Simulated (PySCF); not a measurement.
Potential energy curve for BeH (cation, charge +1), singlet.

Calculation: PySCF 2.14.0 with CCSD(T) on UHF/6-31G.

**Question.** Relative to R = 1.33 Å, what are the energies at R = 1.20, 1.98, 2.19, 3.26 Å?

**Answer.** 4.6 kcal/mol at 1.20 Å, 27.7 kcal/mol at 1.98 Å, 37.1 kcal/mol at 2.19 Å, 57.5 kcal/mol at 3.26 Å.

The unrestricted determinant behind UCCSD(T) is spin-contaminated at 1.80 to 5.26 Å (<S²> up to 1.0, against 0.00 for a pure singlet).
